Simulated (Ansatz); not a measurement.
`O[SiH2]S[SiH2]F` + `Cl[Si](Cl)(Cl)[GeH3]` → `O[SiH2]S[SiH2]Cl` + `F[Si](Cl)(Cl)[GeH3]`  (redistribution)

Calculated with Ansatz (gas phase, PBE0-D4/def2-TZVP geometries, no zero-point term in ΔE). CCSD(T)/CBS adds triple-zeta CCSD(T) − MP2 to the extrapolated MP2 energy (def2 sets, frozen cores). Functionals use def2-TZVPP. B3LYP here is the variant with VWN-RPA as its local correlation; programs differ in this. For Ge outer-core shells are correlated without core-valence functions, which leaves a few kJ/mol of doubt a bond. Scalar relativity is left out up to krypton. One conformer a species, not always the lowest.

Question: Is it downhill or uphill in electronic energy at CCSD(T)/CBS, and by how much? (Estimate.)

Answer: Computed: Downhill: ΔE = -6.1 kJ/mol.

Question: What do these levels give: PBE-D4, r2SCAN-D4, B3LYP-D4, B2PLYP, r2SCAN, PBE0, B3LYP, SCS-MP2/def2-TZVPP, CCSD/def2-TZVPP, SCS-MP2/def2-QZVPP, MP2/CBS(def2), CCSD/CBS(def2)? (Estimate.)

Answer: The calculation gave: PBE-D4 -6.9, r2SCAN-D4 -8.1, B3LYP-D4 -7.4, B2PLYP -5.9, r2SCAN -7.9, PBE0 -6.6, B3LYP -6.1, SCS-MP2/def2-TZVPP -4.8, CCSD/def2-TZVPP -7.1, SCS-MP2/def2-QZVPP -4.5, MP2/CBS(def2) -3.8, CCSD/CBS(def2) -6.3 kJ/mol.

Largest T1 diagnostic among the species: 0.012.
